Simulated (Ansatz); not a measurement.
A nudged elastic band was laid between two geometries of AlF$_{2}$H$_{4}$NO (9 atoms, charge 0, multiplicity 1).

These are results of Ansatz, RHF/6-31G*, not measurements.

```yaml
movable_images: 7
climbing_image: yes
spring: 5.0 eV/Å²
optimiser: quadratic models (default)
start_path: through a guess of the saddle point
force_threshold: 0.03 eV/Å
iteration_limit: 60
end_points: relaxed
```

Initial state:

```xyz
9
Properties=species:S:1:pos:R:3
Al -0.102 0.215 0.347
O -0.503 -0.381 1.898
H -0.729 -1.277 2.089
F 1.379 -0.152 -0.287
F -1.297 0.342 -0.787
N 0.156 2.146 0.889
H 1.079 2.476 0.663
H -0.514 2.749 0.442
H 0.028 2.208 1.885
```

Final state:

```xyz
9
Properties=species:S:1:pos:R:3
Al 0.103 0.569 0.129
O -0.239 -0.103 1.964
H -1.032 -0.627 2.036
F 1.456 -0.252 -0.320
F -1.333 0.008 -0.474
N 0.237 2.316 0.512
H 1.113 2.796 0.468
H -0.494 2.961 0.290
H -0.314 0.657 2.536
```

What changes between the two ends?

Bonds broken: N6–H9. Bonds formed: O2–H9.

What energy profile does the band end with?

The forces met the threshold. The highest image is number 5 of 0 to 8, 37.0 kcal/mol above the first end and 12.0 kcal/mol above the last; the last end lies 25.0 kcal/mol above the first. A vibrational analysis at the climbing image gives one clearly imaginary mode, 1593i cm⁻¹: a first-order saddle point. The orbitals stay closed-shell, which can raise the energy where a bond breaks towards radicals; this wasn't checked here.

```tsv
image	path coordinate (Å)	energy (kcal/mol)	N6–H9 (Å)	O2–H9 (Å)
0	0.00	0.0	1.01	2.64
1	0.38	0.4	1.01	2.54
2	0.77	2.1	1.01	2.34
3	1.15	6.0	1.01	2.02
4	1.54	17.7	1.07	1.59
5	1.92	37.0	1.39	1.16
6	2.36	29.0	1.87	0.98
7	2.80	25.8	2.28	0.96
8	3.24	25.0	2.68	0.95
```

What is the geometry of the highest image?


```xyz
9
Properties=species:S:1:pos:R:3
Al 0.069 0.362 0.059
O -0.205 -0.012 1.867
H -0.980 -0.416 2.237
F 1.483 -0.230 -0.522
F -1.306 0.059 -0.788
N 0.140 2.087 0.858
H 1.015 2.569 0.947
H -0.571 2.762 0.644
H -0.148 1.146 1.836
```

What are the harmonic wavenumbers there?

1593i, 168, 207, 244, 295, 398, 500, 523, 640, 763, 768, 812, 854, 888, 993, 1618, 1747, 2062, 3751, 3835, 4125 cm⁻¹.

The run took 2.9 min on 1 thread of Arm Neoverse V1, with other jobs on the host, peak memory 0.17 GiB.
